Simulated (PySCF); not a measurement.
Molecule: SMILES s1c([SeH])ccc1O (C4H4OSSe), singlet. Atoms near the plane z = 0.0 Å, at the GFN2-xTB optimised geometry (x, y, z in Å): O1 (-1.4, -2.8, 0.0), C2 (-0.6, -1.7, 0.0), C3 (0.7, -1.7, 0.0), C4 (1.3, -0.4, 0.0), C5 (0.3, 0.6, 0.0), Se6 (0.7, 2.4, -0.1), S7 (-1.3, -0.1, 0.0), H8 (-2.3, -2.5, 0.0), H9 (1.3, -2.6, 0.0), H10 (2.3, -0.2, 0.0), H11 (-0.7, 2.8, 0.4).

Computed with B3LYP/def2-TZVP (PySCF 2.14.0). Cells within 0.4 Å of a nucleus heavier than hydrogen are left out (blank, or x). The values are rescaled to run from 0 to 1.

```
|22222222223333333222222222222|
|22222222333333333322222222222|
|22222223333344454432222222222|
|22222233334455788743222222222|
|22222233345689999994222222222|
|22222333346999999998322222222|
|22222333358999999999532222222|
|222223333479999xx999632222222|
|2222223334689999x999633222222|
|22222233446799999999643222222|
|22222233468999999998543332222|
|22222234699999999997544333222|
|22222235999999xxx998665433222|
|333333379999999x9999999543322|
|3333334999xx99999999999743322|
|3333345999xx99999xx9999743322|
|33334469999999999xx9999543322|
|33444569999999999999965433322|
|334456899999xx99x999643333222|
|344568999999xx9xxx99533332222|
|34457999999999999999533322222|
|3445799999x999999999743322222|
|344579999xxx99779999743322222|
|34456899999994346999533222222|
|33445566699621223555433222222|
|33344443210000122333332222222|
|33333332110000112223222222222|
|33333322110001112222222222222|
|23332222211111112222222222222|
```
Scale: ten equal steps from 0.000 (start of '0') to 1.00 (end of '9'), in the order '0123456789'; x runs from -5.00 to 5.00, y from -5.00 (bottom) to 5.00 (top).

Task: Which quantity is mapped?
(A) electrostatic potential
(B) log10 of the electron density
(C) deformation density (molecule minus spherical neutral atoms)
(D) electron localisation function

Result: A, electrostatic potential. In full: electrostatic potential (hartree/e), clipped to [-0.08, 0.12].
